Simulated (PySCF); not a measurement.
## AlBr₂, SMILES `[Br][Al][Br]` (charge 0, multiplicity 2)

Level of theory: M06-2X/def2-TZVP // PBE0-D3(BJ)/def2-TZVP (PySCF 2.14.0).

| Quantity | Result |
|---|---|
| highest occupied spin orbital | -7.41 eV |
| dipole moment | 1.66 D |
| total energy | -5390.9093 Ha |
| cost | roughly 5 core-minutes |

Bond lengths (Å): Br1–Al2 2.266, Al2–Br3 2.266. Angles (°): Br1–Al2–Br3 119.1.
Charge 0, spin multiplicity 2.
